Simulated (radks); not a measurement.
Valence configurations of Ge I (all share [Ar]). All-electron calculation, scalar-relativistic Kohn-Sham, BLYP, spin-polarised, spherical densities, finite nucleus; open shells are filled with parallel spins first; Fermi nuclear charge, rms radius 4.0742 fm. Program: a radial shooting solver on a logarithmic mesh with Libxc functionals. Energies are relative to 3d10 4s2 4p2; eigenvalues in eV for spin up.

| valence | E (eV) | moment (Bohr magnetons) | e(3d) | e(4p) | e(4s) |
|---|---|---|---|---|---|
| 3d10 4s2 4p2 | 0.000 | 2 | -29.027 | -4.157 | -12.035 |
| 3d10 4s1.5 4p2.5 | 3.239 | 3 | -29.757 | -4.608 | -12.674 |
| 3d10 4s1 4p3 | 6.224 | 4 | -30.410 | -5.021 | -13.252 |
| 3d9.5 4s2 4p2.5 | 13.272 | 3 | -34.101 | -4.868 | -13.301 |
| 3d9 4s2 4p3 | 28.401 | 4 | -39.329 | -5.571 | -14.529 |
| 3d9 4s1.5 4p3.5 | 32.793 | 4 | -40.199 | -5.947 | -15.077 |
| 3d9 4s1 4p4 | 37.224 | 4 | -41.049 | -6.315 | -15.606 |
| 3d8.5 4s2 4p3.5 | 46.377 | 4 | -44.920 | -6.212 | -15.686 |
| 3d8 4s2 4p4 | 66.409 | 4 | -50.624 | -6.814 | -16.772 |
| 3d8 4p6 | 87.320 | 2 | -53.546 | -7.455 | - |

NIST lists [Ar] 3d10 4s2 4p2 as the ground configuration; this level of theory agrees among the configurations tried. The energies are those of spherical high-spin densities, not of single terms.
